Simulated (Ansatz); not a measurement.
Basis-set extrapolation for C₆H₁₈AlN₃, SMILES `C[N](C)[Al]([N](C)C)[N](C)C` (PBE0-D4/def2-TZVP geometry, frozen core, the Gaussian-basis code of Ansatz). Multiplicity 1, RHF reference.

|  | def2-TZVPP | def2-QZVPP |
| --- | --- | --- |
| HF | -643.172220 | -643.199209 |
| MP2 correlation | -1.772112 | -1.887208 |
| CCSD(T) correlation | -1.936128 | not run |

Energies in hartree. Use E(X) = E(∞) + A·exp(−7.88·√X) for Hartree–Fock and E(X) = E(∞) + B·X^(−2.97) for correlation, with X = 3 and 4, and add CCSD(T) minus MP2 of the smaller set to the MP2 limit.

Q: What is the CCSD(T) energy at the basis-set limit?

A: HF limit: -643.199209 + (-0.026989) × 0.13774 = -643.20293. MP2 limit: -1.887208 + (-0.115096) × 0.74074 = -1.97246. Higher-order term: -1.936128 − (-1.772112) = -0.16402. Total: -645.33941 hartree, 606.7 kJ/mol below CCSD(T)/def2-TZVPP.
